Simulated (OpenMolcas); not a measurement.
Exact exchange and the vertical energy of the triplet above the singlet of InCl2F

InCl2F has 4 atoms, charge 0, and is taken as a singlet. As SMILES, `[F][In]([Cl])[Cl]`. The shape is that of a PBE0-D4/def2-TZVP optimisation.

The vertical energy of the triplet above the singlet y, in eV, basis def2-SVP with a core potential; a is the functional's share of exact exchange. Programs: OpenMolcas 26.06.

| functional | program | a | y (eV) |
| --- | --- | --- | --- |
| BLYP | OpenMolcas | 0 | 4.31 |
| r2SCAN | OpenMolcas | 0 | 4.74 |
| B3LYP | OpenMolcas | 0.2 | 4.81 |
| PBE0 | OpenMolcas | 0.25 | ? |
| BHLYP | OpenMolcas | 0.5 | 5.35 |

Fit y = c + s·a to the known rows and predict PBE0.


1. Means of the 4 rows: a = 0.1750, y = 4.803.
2. Σ(Δa)² = 0.1675, Σ(Δa·Δy) = 0.27525, so the slope is 0.27525/0.1675 = 1.6433.
3. Intercept: 4.803 − (1.6433) × 0.1750 = 4.515. The largest residual of the fit is 0.23.
4. PBE0: 4.515 + (1.6433) × 0.25 = 4.93 eV.

The run gave 5.01 eV, so the prediction is off by -0.08 eV, within the largest residual. The rows mix families of semi-local functionals, which the line can't see. Spin-orbit coupling is left out.
